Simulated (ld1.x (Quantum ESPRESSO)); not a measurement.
What one change does to a pseudopotential (mercury (Hg), ultrasoft)

mercury, ultrasoft, made with ld1.x (Quantum ESPRESSO) 7.5 (LDA (PZ), scalar-relativistic). Core [Xe] 4f14, reference 5d10 6s1.5 6p0.5. Waves: 6s (bound): rcut 1.65, rcutus 2.30 bohr; 6s channel at 0.65 Ry: rcut 1.65, rcutus 2.30 bohr; 6p (bound): rcut 2.15, rcutus 2.90 bohr; 6p channel at 0.25 Ry: rcut 2.15, rcutus 2.90 bohr; 5d (bound): rcut 1.45, rcutus 1.85 bohr; 5d channel at 1.25 Ry: rcut 1.45, rcutus 1.85 bohr. Local part: all-electron potential smoothed inside 1.90 bohr (lloc = -1). Core correction: a·sin(br)/r model core, default radius (core density twice the valence density). Augmentation charge: built from norm-conserving waves at rcut, not smoothed further.

Change: local potential all-electron potential smoothed inside 1.60 bohr (lloc = -1).

Cutoffs: the cutoffs (Ry, on a coarse ladder) from which the occupation-weighted sum of valence levels, in a spherical-Bessel basis at the reference potential, stays within 10 and 1 mRy of its value at 400 Ry; they do not see the model core or the augmentation charge, which bear on the density cutoff. Errors are all-electron minus pseudo energies relative to the spin-unpolarised reference configuration.

What does the change do?

A bound ghost appears in p, s, which as a rule spoils a file; of the 9 tests that both files solve, the error grows in 1 and shrinks in 2 by more than 15 % and 0.3 meV (median size 5.1 → 5.6 meV); the range in which the d phases agree narrows (upper end at the end of the scan → 2.3). A state that the projectors do not describe sees the local part alone, so a deeper or shallower local part can create or remove a ghost.

```tsv
quantity	base	changed
cutoffs, loose and tight	35 Ry, 55 Ry	not determined
bound ghosts	none	s, p (d not tested, overlap not positive)
error for 5d10 6s2 6p0, meV [ΔE -3.02 eV]	+0.8	+0.8
error for 5d10 6s1 6p0, meV [ΔE 8.03 eV]	-4.5	-5.1
error for 5d10 6s0 6p0, meV [ΔE 27.42 eV]	-23	-22
error for 5d10 6s1.5 6p0, meV [ΔE 1.51 eV]	-1.0	-1.1
error for 5d8 6s0 6p0, meV [ΔE 113.27 eV]	-293	-242
error for 5d9 6s2 6p0, meV [ΔE 12.71 eV]	-14	-27
error for 5d9 6s0 6p0, meV [ΔE 63.24 eV]	-71	-50
error for 5d10 6s1.5 6p0.5 (spin-polarised), meV [ΔE -0.11 eV]	+0.2	+0.3
error for 5d10 6s1 6p0 (spin-polarised), meV [ΔE 7.87 eV]	-5.1	-5.6
s: phases at 3.16 bohr within 0.05 rad from the reference energy up to (Ry; the scan ends near 5)	to the end of the scan	to the end of the scan
p: phases at 3.16 bohr within 0.05 rad from the reference energy up to (Ry; the scan ends near 5)	2.7	3.5
d: phases at 3.16 bohr within 0.05 rad from the reference energy up to (Ry; the scan ends near 5)	to the end of the scan	2.3
lowest overlap eigenvalue by channel	s 0.35, p 0.41, d 0.44	s 0.28, p 0.33, d -0.19
```

Changed file: the overlap operator is not positive definite in a basis up to 400 Ry (lowest eigenvalue d -0.19), so the file is unfit for use: the generalised eigenproblem breaks down once the basis is large enough, and its test numbers describe a broken file. A true bound ghost makes a file unfit for plane-wave use even where its test errors are small: the radial tests pick states by their node count and pass the ghost by.
